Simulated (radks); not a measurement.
Values are calculated unless marked as measured or tabulated.
Valence configurations of Ho I (all share [Xe]). Level of theory: Dirac Kohn-Sham, PBEsol, spin-unpolarised, spherical densities, finite nucleus; open shells fill j = l - 1/2 first; Fermi nuclear charge, rms radius 5.2022 fm (a radial shooting solver on a logarithmic mesh with Libxc functionals). Energies are relative to 4f11 6s2; eigenvalues in eV.

| valence | E (eV) | e(4f5/2) | e(4f7/2) | e(5d3/2) | e(6p1/2) | e(6s1/2) |
|---|---|---|---|---|---|---|
| 4f11 6s2 | 0.000 | -3.647 | -2.672 | - | - | -3.807 |
| 4f11 6s1.5 6p0.5 | 1.270 | -4.303 | -3.328 | - | -1.606 | -4.176 |
| 4f10.5 6s2 6p0.5 | 1.611 | -8.020 | -7.012 | - | -1.844 | -4.708 |
| 4f11 5d1 6s1 | 2.694 | -2.913 | -1.940 | -0.868 | - | -3.606 |
| 4f10 5d1 6s2 | 3.845 | -9.716 | -8.676 | -2.337 | - | -4.322 |
| 4f11 6p2 | 5.253 | -6.108 | -5.131 | - | -2.351 | - |
| 4f10 5d1 6s1.5 6p0.5 | 5.273 | -10.324 | -9.283 | -2.810 | -1.787 | -4.671 |
| 4f11 5d2 | 5.444 | -2.676 | -1.703 | -0.867 | - | - |

NIST lists [Xe] 4f11 6s2 as the ground configuration; this level of theory agrees among the configurations tried. The energies are those of spherical spin-averaged densities, not of single terms. No valid solution was reached for [Xe] 4f12 6s1; [Xe] 4f11.5 6s1.5.
